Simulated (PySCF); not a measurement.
**Spectroscopy problems**

- GIAO PBE0/pcSseg-1 shieldings
- GFN2-xTB structure
- program: PySCF 2.14
- equivalent nuclei averaged, no relativistic terms, one conformer, gas phase

Scale: TMS for 1H (31.72 ppm) and 13C (186.93 ppm) (reference shieldings calculated alike). Splittings of carbon signals by F and P are missing where no couplings were computed. Where no couplings were computed, multiplicities follow the n + 1 count of equivalent neighbours, and m marks all less simple cases (inequivalent or close neighbours, rings, F or P nearby). Shifts are as computed. Against solution values, carbons near 30 ppm lie about +3 ppm off and those near 130 ppm about +5 ppm; carbons on Cl a further +6 ppm. Of 1211 compounds with measured shifts, 218 miss one by over three times the rms of a fit or turn the order of signals round; such compounds aren't used in these exercises. Carbons bonded to Cl come out too deshielded.

Problem. C4H4ClF3OSi. 1H NMR (600 MHz, computed): δ 6.77 (m, 1H), 4.51 (s, 3H). 13C{1H} NMR (computed): δ 178.8 (C), 156.4 (C), 142.3 (CH), 132.3 (C). What is it?

Solution. SMILES O=C(Cl)/C([SiH3])=C/C(F)(F)F. The formula gives 2 degrees of unsaturation (no ring in the answer). 4 carbon signals for 4 carbons: no two carbons are equivalent. Carbon types of the structure: 3 × C, 1 × CH, leaving 3 H on heteroatoms. δC 178.8: carbonyl carbon. δC 156.4: α carbon of a C=C–C=O unit; the olefinic region. δC 142.3: β carbon of a C=C–C=O unit; conjugation with the carbonyl draws π density from the β position. δC 132.3: CF3 carbon; 3 electronegative neighbours deshield it.

This is the structure that produced the data.

Problem. C6H11F. 1H NMR (400 MHz, computed): δ 4.98 (m, 1H), 2.10 (m, 2H), 1.84 (m, 2H), 1.77 (m, 1H), 1.53 (m, 2H), 1.24 (m, 2H), 1.14 (m, 1H). 13C{1H} NMR (computed): δ 90.3 (CH), 35.3 (CH2), 30.0 (CH2), 24.3 (CH2). Identify the compound.

Solution. fluorocyclohexane (SMILES FC1CCCCC1). Rings plus π bonds: 1 (1 ring in the answer). 4 carbon signals for 6 carbons: some carbons are equivalent by symmetry or fast rotation. Carbon types of the structure: 1 × CH, 5 × CH2, which accounts for all hydrogens. δC 90.3: sp3 CH bonded to F; the inductive effect lowers its shielding. δC 35.3, 30.0, 24.3: sp3 CH2 in a ring; saturated and bonded to C and H only. δH 4.98: hydrogen on an sp3 CH bonded to F; its carbon carries F, an electronegative neighbour. δH 2.10, 1.84, 1.77, 1.53, 1.24, 1.14: hydrogen on an sp3 CH2 in a ring.

This is the structure that produced the data.
